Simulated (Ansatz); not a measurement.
`O=C=[N][Zr]([OH])([OH])[OH]`, 10 atoms. Charge 0, multiplicity 1. Correlated methods include outer-core shells of Zr, which these sets cover unevenly. Zr: def2 effective core potential. All runs use 4 threads of an AMD EPYC 9R45 on a shared host. Correlated methods freeze the cores.

Task: How many basis functions does each run have, and how long does it take in Ansatz? RKS r2SCAN-D4/def2-TZVPP energy and forces; RKS ωB97X-V/def2-TZVPP energy; direct RPA on PBE orbitals/def2-TZVPP energy; RKS PBE0-D4/def2-TZVP relaxation (13 steps); RKS ωB97M-V/def2-SVP energy; RHF-MP2/def2-TZVPP energy; RHF-MP2/def2-QZVPP energy; RKS PBE0-D4/def2-QZVPP energy; RKS BLYP-D4/def2-TZVPP energy; RKS PBE0-D4/def2-TZVP frequencies; RKS ωB97M-V/def2-QZVPP energy; RKS r2SCAN0-D4/def2-TZVPP energy. (Best estimate.)

Result: Ansatz gave: Other jobs shared the machine, so times are rough.

```
                                level                    job  functions  wall time  peak host memory (GiB)
               RKS BLYP-D4/def2-TZVPP                 energy        284      1.1 s                    0.39
                   RHF-MP2/def2-TZVPP                 energy        284        2 s                    0.77
            RKS r2SCAN0-D4/def2-TZVPP                 energy        284      2.3 s                    0.82
             RKS r2SCAN-D4/def2-TZVPP      energy and forces        284      2.3 s                    0.43
                 RKS ωB97M-V/def2-SVP                 energy        130      2.7 s                    0.48
direct RPA on PBE orbitals/def2-TZVPP                 energy        284      3.8 s                     0.8
               RKS ωB97X-V/def2-TZVPP                 energy        284      4.2 s                    0.97
               RKS PBE0-D4/def2-QZVPP                 energy        513      4.3 s                     1.9
               RKS ωB97M-V/def2-QZVPP                 energy        513      9.5 s                     2.3
                   RHF-MP2/def2-QZVPP                 energy        513       10 s                     3.1
                RKS PBE0-D4/def2-TZVP  relaxation (13 steps)        244       26 s                    0.72
                RKS PBE0-D4/def2-TZVP            frequencies        244       98 s                    0.71
```
